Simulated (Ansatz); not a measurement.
Basis-set extrapolation for CH7AlOSi2 (`[SiH3][SiH]1O[CH2][AlH]1`) (PBE0-D4/def2-TZVP geometry, frozen core, Ansatz). Multiplicity 1, RHF reference.

```
                      def2-TZVPP   def2-QZVPP
                 HF  -936.642484  -936.672719
    MP2 correlation    -0.722883    -0.776735
CCSD(T) correlation    -0.813204      not run
```

Energies in hartree. Use E(X) = E(∞) + A·exp(−7.88·√X) for Hartree–Fock and E(X) = E(∞) + B·X^(−2.97) for correlation, with X = 3 and 4, and add CCSD(T) minus MP2 of the smaller set to the MP2 limit.

Task: What is the CCSD(T) energy at the basis-set limit?

Result: HF limit: -936.672719 + (-0.030235) × 0.13774 = -936.67688. MP2 limit: -0.776735 + (-0.053852) × 0.74074 = -0.81663. Higher-order term: -0.813204 − (-0.722883) = -0.09032. Total: -937.58383 hartree, 3.49 eV below CCSD(T)/def2-TZVPP.
